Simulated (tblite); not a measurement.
C₅H₄N₂OS.
Structure used (GFN2-xTB), in Å, numbered top down from 1:
```
atom  x, y, z in Å
C1     2.413    2.237   -0.349
C2     1.297    1.810   -0.216
C3    -0.003    1.335   -0.067
S4    -1.411    2.325    0.017
N5    -2.389    1.013    0.174
N6    -1.771   -0.091    0.171
C7    -0.441    0.010    0.040
O8     0.377   -1.044    0.015
C9    -0.256   -2.304    0.142
H10    3.394    2.590   -0.465
H11   -0.791   -2.375    1.092
H12    0.542   -3.041    0.102
H13   -0.965   -2.466   -0.674
```

Calculated harmonic vibrations of the isolated species, GFN2-xTB (tblite), most abundant isotopes, no scaling. The method is semi-empirical: single wavenumbers can be off by several per cent or more. One conformer, not necessarily the lowest.

Harmonic wavenumbers (cm⁻¹): 94.4, 101.7, 125.5, 139.8, 208.4, 258.5, 362.7, 395.6, 457.7, 481.0, 502.2, 631.0, 644.3, 663.5, 693.3, 711.8, 822.8, 947.8, 1074.8, 1124.2, 1149.1, 1203.6, 1339.0, 1368.7, 1401.2, 1446.2, 1467.8, 1495.3, 2237.2, 2966.7, 2980.5, 3040.5, 3401.7.

A = 1850, B = 1455, C = 818.5 MHz; mass 140.004 u (most abundant isotopes); point group Cs, symmetry number 1.

Task: What is the zero-point energy?

Result: Half the sum of the wavenumbers: 17969 cm⁻¹ = 51.38 kcal/mol.

Task: What is S at 298.15 K and 1 bar for an ideal gas of classical rigid rotors and harmonic oscillators?

Result: Translation 40.75, rotation 29.37, vibration 23.12: S = 93.2 cal/(mol K).

Task: And Cp and H(298.15 K) − H(0)?

Result: Cp = 33.30 cal/(mol K), of which vibrations give 25.35 (their classical limit is 33 R = 65.6); H(298.15 K) − H(0) = 6.20 kcal/mol without the zero-point energy, 3.83 from vibrations.

Task: Which modes carry the vibrational entropy at 298.15 K?

Result: 94.4 cm⁻¹: 3.57; 101.7 cm⁻¹: 3.42; 125.5 cm⁻¹: 3.01; 139.8 cm⁻¹: 2.81; 208.4 cm⁻¹: 2.06; 258.5 cm⁻¹: 1.67 cal/(mol K); the other 27 give 6.58 together.

Task: How do the functions run with temperature in this model?

Result: 
```csv
T (K),S (cal/(mol K)),Cp (cal/(mol K)),H − H(0) (kcal/mol),G − H(0) (kcal/mol),ln q(vib)
150,74.8,21.3,2.13,-9.10,1.98
250,87.7,29.7,4.68,-17.24,4.12
400,104.0,40.0,9.94,-31.65,7.36
600,122.1,49.5,18.96,-54.32,11.48
900,144.0,57.9,35.19,-94.37,17.06
```

q(vib) and H(0) count from the zero-point level.

Task: What must be added to the electronic energy to get the Gibbs energy at 298.15 K and 1 bar?

Result: ZPE + [H(298.15 K) − H(0)] − T·S = 51.38 + 6.20 − 27.80 = 29.78 kcal/mol.

Hindered rotation and anharmonicity are outside this model. Other conformers, if any are populated, would add a mixing term that is left out.
